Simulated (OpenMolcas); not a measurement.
# Computed transition rates of O²⁺

* Program: OpenMolcas
* Method: MS-CASPT2, IPEA 0.25 Eh, imaginary shift 0.1 Eh (closed shells correlated: 1s)
* Basis: ANO-RCC-VTZP [4s3p2d1f]
* Scalar Hamiltonian: DKH2, point nucleus
* Active space: 4 electrons in 8 orbitals (2s 2p 3s 3p)
* State averaging: 2S+1 = 3 even, 3 roots; 2S+1 = 1 even, 11 roots; 2S+1 = 5 odd, 1 root; 2S+1 = 3 odd, 9 roots; 2S+1 = 1 odd, 8 roots
* Spin-orbit coupling: state interaction with AMFI integrals over the reference wave functions, term energies averaged over their components

Rates come from the transition moments of the reference wave functions (E1 and E2 in the length form). At fixed line strength A goes as λ^-3 for E1 and M1 and as λ^-5 for E2, so a rate at the computed wavelength can be rescaled to the measured one. Measured vacuum wavelengths follow from level energies in Moore, Selected Tables of Atomic Spectra, NSRDS-NBS 3, section 11. Branching counts decays inside the model space alone, at computed energies, and the table is only a selection of the E2 and M1 lines, drawn from those between levels with measured partners whose computed energy lies within a factor of 1.5 of the measured one.

```tsv
Upper	Lower	Type	λ computed (nm)	λ measured (nm)	A computed (s-1)	A rescaled (s-1)	Branching %
2s² 2p² ³P₁	2s² 2p² ³P₀	M1	91500	88360	2.36e-05	2.62e-05	100.0
2s² 2p² ¹D₂	2s² 2p² ³P₁	M1	481.1	496	6.38e-03		25.5
2s² 2p² ¹S₀	2s² 2p² ¹D₂	E2	444.7	436.4	1.73e+00	1.90e+00	89.1
2s² 2p² ¹S₀	2s² 2p² ³P₁	M1	231.1	232.2	2.11e-01		10.9
```

Spin-changing lines and M1 lines between different terms are not rescaled, since their strength hangs on the term gaps too.

The largest correction is for 2s² 2p² ³P₁ → 2s² 2p² ³P₀ (M1): 2.36e-05 × (91500 / 88360)^3 = 2.62e-05 s-1, a factor of 1.11.

The computed rate and branching of 2s² 2p² ³P₁ → 2s² 2p² ³P₀ give the upper level a radiative lifetime of 1.000 / 2.36e-05 s-1 = 4.24e+04 s, counting decays inside the model space alone. The rescaled rate gives about 3.8e+04 s.

No measured rate stands beside these. Rescaling mends the energy factor alone: line strengths can still be far off where a level mixes with configurations outside the active space, and weak or spin-changing lines hang on small mixing coefficients that depend on the term gaps too, so rescaling need not improve them.

CASPT2 breaks the degeneracy within a term, and the mean is taken; among the terms shown or strongly mixed into the levels shown the widest spread is 36 cm-1 (2s² 2p² ¹D). Active for correlation alone: 3p 3s; no level in the range computed is led by a configuration that fills them, so any true level of that kind is missing. Measured partners are found by configuration, term and J. A level has none where our copy of the source lacks it or the pairing is in doubt (some pairs that miss far off the trend of their configuration count as doubtful). Levels of configurations outside the active space are missing.
